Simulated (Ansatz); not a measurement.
Gas-phase electronic energies from Ansatz, PBE0-D4/def2-TZVP geometries. CBS: MP2 limit from def2 TZ/QZ plus the TZ coupled-cluster correction, frozen cores. This one scheme is used for every species. DFT in def2-TZVPP. HSE06 is defined as in plane-wave codes. Elements past krypton have def2 core potentials. For Sb outer-core shells are correlated without core-valence functions, which leaves a few kJ/mol of doubt a bond.

`[CH3][SbH][SiH3]` → `[CH3][SbH2]` + `[SiH2]`  (silylene loss)

`[CH3][SbH][SiH3]`:

Z-matrix (Å, degrees):
```
C
Sb 1 2.169
H 1 1.090 2 108.5
H 1 1.088 2 111.2 3 120.8
H 1 1.090 2 108.6 3 -118.3
Si 2 2.571 1 93.8 3 -74.8
H 2 1.712 1 94.3 3 -165.7
H 6 1.489 2 111.8 1 -44.0
H 6 1.487 2 110.3 1 -165.4
H 6 1.489 2 109.1 1 75.7
```

`[CH3][SbH2]`:

Cartesian coordinates in Å:
```
C 0.059 0.596 0.635
Sb -0.881 -0.598 -0.902
H -0.062 1.649 0.382
H -0.442 0.402 1.583
H 1.117 0.358 0.723
H -0.163 -2.061 -0.380
H 0.372 -0.347 -2.040
```

`[SiH2]`:

Z-matrix (Å, degrees):
```
Si
H 1 1.525
H 1 1.525 2 91.2
```

Task: Is it downhill or uphill in electronic energy at CCSD(T)/CBS, and by how much? (An estimate is asked.)

Result: The calculation gave: Uphill: ΔE = +2.82 eV.

Task: What do these levels give: LDA (SPW92), r2SCANh-D4, r2SCAN0-D4, HSE06-D4, CAM-B3LYP-D4, PBE-QIDH, r2SCANh, HSE06, BHLYP, MP2/def2-TZVPP, CCSD(T)/def2-TZVPP, MP2/CBS(def2)? (Best estimate.)

Result: Ansatz gave: LDA (SPW92) 3.12, r2SCANh-D4 3.02, r2SCAN0-D4 3.03, HSE06-D4 2.96, CAM-B3LYP-D4 2.77, PBE-QIDH 2.98, r2SCANh 2.99, HSE06 2.89, BHLYP 2.69, MP2/def2-TZVPP 2.94, CCSD(T)/def2-TZVPP 2.69, MP2/CBS(def2) 3.06 eV.

Largest T1 diagnostic among the species: 0.014.

From PBE to PBE0 (25 % exact exchange), in def2-TZVPP and without D4, ΔE moves by +0.08 eV. Leaving LDA and LC-ωPBE aside and taking each functional with its dispersion term where it has one, the values, not all of them listed here, spread over 0.38 eV, from BLYP-D4 to r2SCAN0-D4. LDA lies +0.31 eV from PBE without D4. In def2-TZVPP, CCSD(T) changes the Hartree–Fock value by +0.18 eV (the triples alone add +0.06 eV) and MP2 by +0.42 eV.
